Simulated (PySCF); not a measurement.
# Computed properties of Si(H)(Me)(OMe)(NH2) (C2H9NOSi), SMILES CO[SiH](C)N

C2H9NOSi, SMILES CO[SiH](N)C. Coordinates come from a B3LYP-D3(BJ)/def2-SVP optimisation. Other conformers were not sampled. All values are computed for the isolated molecule unless a solvent is named; none is compared with measurement here.

**Structure.** All 36 harmonic modes at B3LYP-D3(BJ)/def2-SVP (PySCF) are real, so it is a minimum. With heavy atoms numbered as in [SiH:1]([CH3:2])([NH2:3])[O:4][CH3:5], the shortest bond between them is O4–C5 at 1.404 Å and the longest Si1–C2 at 1.865 Å.

**Vibrations.** The strongest infrared lines (harmonic, unscaled, degenerate partners summed) lie at 940 cm⁻¹ (225 km/mol, H 66 %, Si 23 %, N 8 %), 1148 cm⁻¹ (221 km/mol, O 42 %, C 36 %, H 21 %), 896 cm⁻¹ (203 km/mol, H 71 %, Si 18 %, C 9 %). The softest mode is at 83 cm⁻¹ and the zero-point energy is 71.2 kcal/mol.

**Electronic structure.** B3LYP/def2-TZVP (PySCF) places the frontier levels at -7.15 and 0.56 eV, a gap of 7.71 eV, and gives a dipole moment of 1.51 D and a mean polarisability of 61.5 bohr³. PBE/def2-TZVP (PySCF) at the same geometry gives -5.92 and 0.07 eV, so its gap is 1.72 eV narrower. An orbital gap is neither the optical nor the fundamental gap.

**Excitations.** TDA-B3LYP/def2-SVPD (PySCF) has S1 at 6.42 eV (193 nm, f = 0.057, bright); the most intense of the 10 singlets computed lies at 7.98 eV (f = 0.07). T1 (TDA) is at 6.06 eV, 0.36 eV under S1. TDA-PBE/def2-SVPD (PySCF) puts S1 at 5.92 eV. No vertical singlet excitation falls in the visible range (under 3.1 eV).

**NMR.** GIAO shifts at B3LYP/pcSseg-1 (PySCF) (non-relativistic, atoms alike by connectivity averaged): ¹³C from 0.0 to 54.4 ppm against TMS; ¹H from 0.4 to 4.8 ppm against TMS; ²⁹Si at -17.6 ppm against TMS.

**Solvation.** SMD-B3LYP/6-31G* (PySCF) gives -1.8 kcal/mol in water, -3.2 kcal/mol in tetrahydrofuran, -4.5 kcal/mol in ethanol (1 M in both phases, gas-phase geometry); of these solvents ethanol holds the molecule best.
